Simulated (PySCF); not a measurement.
Harmonic spectrum computed at PBE0 in the def2-SVPD basis family (core potentials from Rb on, PySCF, no spin–orbit coupling):

| symmetry | ω (cm⁻¹) | IR (km/mol) |
| --- | --- | --- |
| a1 | 88 | 0.3 |
| a1 | 239 | 0.1 |
| b2 | 258 | 30.3 |

Problem. Which molecule gave it? In each, all ligands are bound to the one heavy central atom.
A. BrSe₂⁻ (singlet)
B. ISe₂⁻ (singlet)
C. GeSe₂⁻ (doublet)
D. LaSe₂⁻ (singlet)
E. YSe₂⁻ (singlet)

Solution. A. It has C2v symmetry with Br–Se 2.371 Å (×2).
